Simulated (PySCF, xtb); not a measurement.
C₂H₃BClFO₂, SMILES CC(=O)OB(F)Cl.

GFN2-xTB (xtb) at its own geometry gives an orbital gap of 4.32 eV and a dipole moment of 3.75 D.

The structure is a stationary point at ωB97X-D3(BJ)/def2-SVP. One conformer was computed; it need not be the lowest.

What does PBE0/def2-TZVP (PySCF) give? (Estimate from the structure and the level; the computed values follow.)

gap 7.80 eV (levels -8.68 and -0.89 eV), dipole 2.80 D.
